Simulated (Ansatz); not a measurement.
Reaction (formal exchange of groups at a Cd–O bond): `[CH3][Cd][OH]` + CH₄ → `[CH3][Cd][CH3]` + H₂O

Program: Ansatz. Geometries: PBE0-D4/def2-TZVP. ΔE: electronic, gas phase. CCSD(T)/CBS adds triple-zeta CCSD(T) − MP2 to the extrapolated MP2 energy (def2 sets, frozen cores). This one scheme is used for every species. Functionals use def2-TZVPP. HSE06 is defined as in plane-wave codes. Elements past krypton have def2 core potentials. For Cd outer-core shells are correlated without core-valence functions, which leaves a few kJ/mol of doubt a bond. One conformer a species, not always the lowest.

Question: Is it downhill or uphill in electronic energy at CCSD(T)/CBS, and by how much? (Estimate.)

Answer: The calculation gave: Uphill: ΔE = +0.45 eV.

Question: What do these levels give: r2SCAN-D4, B97M-V, r2SCANh-D4, HSE06-D4, ωB97M-V, CAM-B3LYP, LC-ωPBE, CCSD/def2-TZVPP, HF/def2-QZVPP, HF/CBS(def2), MP2/CBS(def2), CCSD/CBS(def2)? (Estimate.)

Answer: Computed: r2SCAN-D4 0.53, B97M-V 0.58, r2SCANh-D4 0.50, HSE06-D4 0.42, ωB97M-V 0.45, CAM-B3LYP 0.54, LC-ωPBE 0.49, CCSD/def2-TZVPP 0.42, HF/def2-QZVPP 0.58, HF/CBS(def2) 0.58, MP2/CBS(def2) 0.42, CCSD/CBS(def2) 0.46 eV.

Largest T1 diagnostic among the species: 0.014.

Leaving LDA and LC-ωPBE aside and taking each functional with its dispersion term where it has one, the values, not all of them listed here, spread over 0.17 eV, from PBE-QIDH to B97M-V. LDA lies −0.08 eV from PBE without D4. At CCSD(T), def2-SVP lies +0.06 eV from the extrapolated value and def2-TZVPP −0.03 eV. In def2-TZVPP, CCSD(T) changes the Hartree–Fock value by −0.14 eV (the triples alone add −0.01 eV) and MP2 by −0.17 eV.
